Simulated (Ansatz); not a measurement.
Relaxation of CH7NSSiTe (12 atoms, charge 0, multiplicity 1), to a largest force component of 0.015 eV/Å in at most 40 steps.

The calculation used Ansatz 0.2.0, RHF/def2-SVP.

```xyz
12
Properties=species:S:1:pos:R:3
C -1.248 0.716 -0.262
Si 0.218 -0.089 0.403
N 0.627 -1.460 -0.666
S -0.110 -0.794 2.382
Te 2.106 1.528 0.461
H -1.084 1.152 -1.298
H -1.541 1.615 0.387
H -2.099 0.056 -0.318
H -0.033 -1.411 -1.429
H 0.341 -2.341 -0.095
H -1.239 -1.629 1.948
H 1.998 1.763 -1.221
```

Problem. Where does it end, and by what steps?

Solution. The forces met the threshold. After 19 steps the energy has fallen by 0.966 eV; H10 moved furthest, 0.63 Å.

```json
{"step": "0", "energy less start (eV)": "0.0000", "largest force component (eV/Å)": "3.327", "accepted": "yes"}
{"step": "1", "energy less start (eV)": "-0.5507", "largest force component (eV/Å)": "1.199", "accepted": "yes"}
{"step": "2", "energy less start (eV)": "-0.7081", "largest force component (eV/Å)": "1.045", "accepted": "yes"}
{"step": "3", "energy less start (eV)": "-0.8588", "largest force component (eV/Å)": "0.489", "accepted": "yes"}
{"step": "4", "energy less start (eV)": "-0.9141", "largest force component (eV/Å)": "0.382", "accepted": "yes"}
{"step": "5", "energy less start (eV)": "-0.9369", "largest force component (eV/Å)": "0.219", "accepted": "yes"}
{"step": "6", "energy less start (eV)": "-0.9331", "largest force component (eV/Å)": "0.361", "accepted": "no"}
{"step": "7", "energy less start (eV)": "-0.9518", "largest force component (eV/Å)": "0.059", "accepted": "yes"}
{"step": "8", "energy less start (eV)": "-0.9472", "largest force component (eV/Å)": "0.780", "accepted": "no"}
{"step": "9", "energy less start (eV)": "-0.9549", "largest force component (eV/Å)": "0.041", "accepted": "yes"}
{"step": "10", "energy less start (eV)": "-0.9568", "largest force component (eV/Å)": "0.230", "accepted": "yes"}
{"step": "11", "energy less start (eV)": "-0.9553", "largest force component (eV/Å)": "0.434", "accepted": "no"}
{"step": "12", "energy less start (eV)": "-0.9589", "largest force component (eV/Å)": "0.126", "accepted": "yes"}
{"step": "13", "energy less start (eV)": "-0.9605", "largest force component (eV/Å)": "0.033", "accepted": "yes"}
{"step": "14", "energy less start (eV)": "-0.9622", "largest force component (eV/Å)": "0.051", "accepted": "yes"}
{"step": "15", "energy less start (eV)": "-0.9632", "largest force component (eV/Å)": "0.116", "accepted": "yes"}
{"step": "16", "energy less start (eV)": "-0.9640", "largest force component (eV/Å)": "0.097", "accepted": "yes"}
{"step": "17", "energy less start (eV)": "-0.9649", "largest force component (eV/Å)": "0.058", "accepted": "yes"}
{"step": "18", "energy less start (eV)": "-0.9655", "largest force component (eV/Å)": "0.030", "accepted": "yes"}
{"step": "19", "energy less start (eV)": "-0.9656", "largest force component (eV/Å)": "0.014", "accepted": "yes"}
```

```xyz
12
Properties=species:S:1:pos:R:3
C -1.328 0.851 -0.355
Si 0.076 -0.153 0.375
N 0.200 -1.606 -0.531
S -0.205 -0.670 2.453
Te 2.184 1.270 0.499
H -1.105 1.152 -1.381
H -1.503 1.751 0.234
H -2.244 0.256 -0.362
H -0.049 -1.615 -1.502
H 0.917 -2.278 -0.334
H -0.966 -1.742 2.211
H 1.961 1.891 -1.014
```

Run time: 42 s on 2 threads of Intel(R) Xeon(R) 6975P-C (Granite Rapids), on a shared host, peak memory 0.34 GiB.
